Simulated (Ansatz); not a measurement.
Ideal-gas functions of BCl2O, SMILES `[O]B(Cl)Cl` radical at 400 K and 1 bar, from an Ansatz frequency run at PBE0-D4/def2-TZVP.

Molar mass 97.72 g/mol, point group C2v (symmetry number 2), electronic degeneracy 2, moments of inertia 61.358, 169.075, 230.433 u Å². Harmonic wavenumbers (cm⁻¹, unscaled): 229, 247, 489, 558, 946, 1339.

Use S(trans) = R[1.5 ln M + 2.5 ln T − 1.1517]; rotational temperatures θ = 24.2544 K / I; S(rot) = R[ln(√π/σ · √(T³/θAθBθC)) + 1.5]; for each mode x = 1.438777 ν̃/T, S = R[x/(eˣ − 1) − ln(1 − e⁻ˣ)] and H = RT x/(eˣ − 1); 1 cm⁻¹ = 0.0119627 kJ/mol; R = 8.31446 J/(mol·K).

Question: By hand: the entropy, in J/(mol·K).

Answer: Translation 172.1. Rotation: θ = 0.3953, 0.1435, 0.1053 K, giving 107.5. Vibration, mode by mode: 10.16, 9.57, 4.61, 3.79, 1.26, 0.39, in all 29.8. Electronic 5.8. Sum 315.2 J/(mol·K).

Question: By hand: H − E and G − E in kJ/mol, counted from the electronic energy.

Answer: Zero-point energy ½ × 3808 × 0.0119627 = 22.8; thermal vibration 7.0; translation, rotation and pV give 4 RT = 13.3. H − E = 43.1 kJ/mol, and G − E = 43.1 − 400 × 315.2/1000 = -83.0 kJ/mol.

Vibration gives 9 % of the entropy.
